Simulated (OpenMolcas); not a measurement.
**Ionisation energies of promethium**

```
Program             : OpenMolcas
Basis               : ANO-RCC-VTZP [8s7p5d3f2g1h]
Scalar Hamiltonian  : DKH2, point nucleus
Spin-orbit coupling : state interaction with AMFI integrals over the reference wave functions, term energies averaged over their components
```

Active shells in each charge state: the valence f shell, with orbitals averaged over the low states. Where CASPT2's correlated closed shells are named, they are those of the first ion.

A. CASSCF
B. SS-CASPT2, IPEA 0.25 Eh, imaginary shift 0.1 Eh (closed shells correlated: 5s 5p)
C. SS-CASPT2, IPEA 0 Eh, imaginary shift 0.1 Eh (closed shells correlated: 5s 5p)
D. SS-CASPT2, IPEA 0.25 Eh, imaginary shift 0.1 Eh (closed shells correlated: 4d 5s 5p)

Energies in eV between the lowest computed levels, named as in B; reference values from the NIST Atomic Spectra Database with their kind.

| From | To | A | B | C | D | Spin-orbit share in B | Reference |
| --- | --- | --- | --- | --- | --- | --- | --- |
| Pm2+ 4f⁵ ⁶H°_5/2 | Pm3+ 4f⁴ ⁵I₄ | 19.864 | 22.549 | 22.731 | 22.702 | -0.046 | 22.440 (semi-empirical) |
| Pm3+ 4f⁴ ⁵I₄ | Pm4+ 4f³ ⁴I°_9/2 | 39.262 | 40.908 | 41.014 | 40.965 | -0.123 | 41.170 (semi-empirical) |

The lowest level within the active space need not be the ion's true ground level.

° marks odd parity.
